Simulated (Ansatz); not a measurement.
Molecule: C₃H₂F₃, net charge 0, doublet state. It need not be the lowest isomer of its formula. 
Structure (B3LYP-D3(BJ)/def2-TZVP (Ansatz, a quantum-chemistry and plane-wave program) minimum search):
```
C
C 1 1.3001
H 2 1.0846 1 122.08
H 2 1.0904 3 116.87 1 180.00
C 1 1.4745 2 137.15 3 180.00
F 5 1.3457 1 111.54 2 119.92
F 5 1.3457 6 107.45 1 -122.54
F 5 1.3547 6 107.21 7 -114.96
```
Charge 0, spin multiplicity 2.

Wanted: atomisation energy (electronic, to ground-state atoms), in kcal/mol. Cores are frozen in the correlated levels unless marked. UHF or UKS for open shells. Spin-orbit coupling is left out. No relativistic terms. The coupled-cluster limit lacks core correlation, which all-electron functionals hold. CBS(X,Y): correlation extrapolated as X^-3; Hartree-Fock from the larger set. [CCSD(T)-MP2]/basis is that difference in the basis named.

```tsv
level	program	atomisation energy (kcal/mol)
HF/cc-pVDZ	Ansatz	532.2
PBE-D4/def2-TZVPD	Ansatz + dftd4	824.1
BLYP-D3(BJ)/def2-TZVPD	Ansatz + dftd3	789.8
revPBE/def2-TZVPD	Ansatz	782.2
r2SCAN/def2-TZVPD	Ansatz	793.9
B3LYP-D3(BJ)/def2-TZVPD	Ansatz + dftd3	781.5
PBE0/6-31G*	Ansatz	799.1
PBE0-D3(BJ)/def2-TZVP	Ansatz + dftd3	794.5
PBE0-D4/def2-TZVP	Ansatz + dftd4	794.6
PBE0/def2-TZVP	Ansatz	792.1
r2SCAN0-D4/def2-TZVPD	Ansatz + dftd4	770.5
HSE06/def2-TZVPD	Ansatz	792.7
MP2/CBS(cc-pVTZ,cc-pVQZ)	Ansatz	805.5
RI-MP2/CBS(cc-pVTZ,cc-pVQZ)	Ansatz	805.4
CCSD/STO-3G	Ansatz	679.9
CCSD/6-31G	Ansatz	635.4
CCSD/cc-pVDZ	Ansatz	702.2
CCSD(T)/STO-3G	Ansatz	683.5
CCSD(T)/6-31G*	Ansatz	731.6
RI-MP2/CBS(cc-pVTZ,cc-pVQZ)+[CCSD(T)-MP2]/cc-pVQZ	Ansatz	781.2
CCSD(T)/CBS(cc-pVTZ,cc-pVQZ)	Ansatz	781.4
```

The UHF reference is spin-contaminated (<S^2> 0.20 over the pure value in the largest basis).
